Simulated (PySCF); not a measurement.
HCl3OZr (SMILES [OH][Zr]([Cl])([Cl])[Cl]), singlet, geometry from GFN2-xTB (such geometries of metal compounds can be far from the true shape) (all electrons, no relativity); CAMB3LYP/3-21G (PySCF).

PySCF was given this input:
```python
from pyscf import gto, scf, dft

mol = gto.M(
    atom='''
Zr
Cl 1 2.262928
Cl 1 2.262928 2 101.723578
Cl 1 2.262928 3 101.723578 2 104.773865
O  1 1.820834 3 116.412422 2 -127.613067
H  5 0.959508 2 144.367097 1 -180.000000
''',
    basis='3-21g',
    charge=0,
    spin=0,
    verbose=5,
)

mf = dft.RKS(mol)
mf.xc = 'camb3lyp'
mf.kernel()
mf.analyze()
```

Predict the main parts of the log of this PySCF run.


```
PySCF version 2.14.0

[INPUT] verbose = 5
[INPUT] max_memory = 4000
[INPUT] num. atoms = 6
[INPUT] num. electrons = 100
[INPUT] charge = 0
[INPUT] spin (= nelec alpha-beta = 2S) = 0
[INPUT] symmetry False subgroup None
[INPUT] Mole.unit = angstrom
[INPUT] Symbol           X                Y                Z      unit          X                Y                Z       unit  Magmom
[...]
[INPUT] ---------------- BASIS SET ----------------
[INPUT] l, kappa, [nprim/nctr], expnt,             c_1 c_2 ...
[INPUT] Zr
[...]
                                1221.668          0.369399
                                267.6917          0.688728
[...]
                                78.30495          0.08584
                                24.84523          0.967513
[...]
                                17.57415          1.409596
                                3.742985          1.009349
[...]
                                1.178992          0.423285
                                0.444697          0.814068
[...]
                                0.062116          1.120709
[...]
                                78.30495          0.596569
                                24.84523          0.416785
[...]
                                17.57415          1.11209
                                3.742985          0.736802
[...]
                                1.178992          0.459976
                                0.444697          0.605849
[...]
                                0.062116          1.000384
[...]
                                14.77416          0.500554
                                4.358961          0.578782
[...]
                                0.643313          0.797207
[...]
[INPUT] Cl
[...]
                                207.857           0.380363
                                45.1554           0.67819
[...]
                                13.9765           0.0511338
                                3.8871            0.991337
[...]
                                0.526955          1.18252
[...]
                                13.9765           0.458682
                                3.8871            0.601962
[...]
                                0.526955          0.822321
[...]
[INPUT] O
[...]
                                48.4308           0.3515
                                10.4206           0.707658
[...]
                                1.5762            1.22156
[...]
                                1.5762            0.853955
[...]
[...]
converged SCF energy = -4973.98082889079
Total Energy =                       -4973.980828890793418
[...]
0 Zr 2s         -0.00016
0 Zr 3s          0.00052
0 Zr 4s          0.00110
0 Zr 5s          0.03342
0 Zr 6s          0.04611
0 Zr 2px         0.00030
0 Zr 2py        -0.00048
0 Zr 2pz         0.00037
0 Zr 3px        -0.00013
0 Zr 3py         0.00021
0 Zr 3pz        -0.00016
0 Zr 4px        -0.00217
0 Zr 4py         0.00346
0 Zr 4pz        -0.00267
0 Zr 5px         0.05381
0 Zr 5py        -0.08582
0 Zr 5pz         0.06612
0 Zr 6px        -0.01128
0 Zr 6py         0.01798
0 Zr 6pz        -0.01386
0 Zr 3dxy       -0.00002
0 Zr 3dyz       -0.00002
0 Zr 3dz^2      -0.00000
0 Zr 3dxz        0.00001
0 Zr 3dx2-y2    -0.00001
0 Zr 4dxy       -0.02781
0 Zr 4dyz       -0.03417
0 Zr 4dz^2      -0.00264
0 Zr 4dxz        0.02142
0 Zr 4dx2-y2    -0.01346
0 Zr 5dxy       -0.00209
0 Zr 5dyz       -0.00257
0 Zr 5dz^2      -0.00020
0 Zr 5dxz        0.00161
0 Zr 5dx2-y2    -0.00101
1 Cl 1s         -0.00005
1 Cl 2s          0.00029
1 Cl 3s         -0.00458
1 Cl 4s          0.01489
1 Cl 2px        -0.00044
1 Cl 2py         0.00039
1 Cl 2pz        -0.00030
1 Cl 3px         0.00241
1 Cl 3py         0.00198
1 Cl 3pz        -0.00152
1 Cl 4px        -0.02021
1 Cl 4py         0.01422
1 Cl 4pz        -0.01096
2 Cl 1s         -0.00005
2 Cl 2s          0.00029
2 Cl 3s         -0.00458
2 Cl 4s          0.01489
2 Cl 2px        -0.00020
2 Cl 2py         0.00039
2 Cl 2pz        -0.00050
2 Cl 3px        -0.00198
2 Cl 3py         0.00198
2 Cl 3pz         0.00205
2 Cl 4px        -0.00662
2 Cl 4py         0.01422
2 Cl 4pz        -0.02201
3 Cl 1s         -0.00005
3 Cl 2s          0.00029
3 Cl 3s         -0.00458
3 Cl 4s          0.01489
3 Cl 2px        -0.00020
3 Cl 2py         0.00058
3 Cl 2pz        -0.00025
3 Cl 3px        -0.00198
3 Cl 3py        -0.00148
3 Cl 3pz        -0.00244
3 Cl 4px        -0.00662
3 Cl 4py         0.02491
3 Cl 4pz        -0.00814
4 O 1s           0.01173
4 O 2s          -0.06258
4 O 3s           0.98333
4 O 2px          0.00076
4 O 2py         -0.00121
4 O 2pz          0.00093
4 O 3px         -0.00052
4 O 3py          0.00084
4 O 3pz         -0.00065
5 H 1s           0.06839
5 H 2s           0.01496
 ** Mulliken pop on meta-lowdin orthogonal AOs  **
 ** Mulliken pop  **
 ** Mulliken atomic charges  **
charge of    0Zr =      0.98183
charge of    1Cl =     -0.28491
charge of    2Cl =     -0.28491
charge of    3Cl =     -0.28491
charge of    4O =     -0.46910
charge of    5H =      0.34201
Dipole moment(X, Y, Z, Debye): -2.44447,  3.89865, -3.00381
```
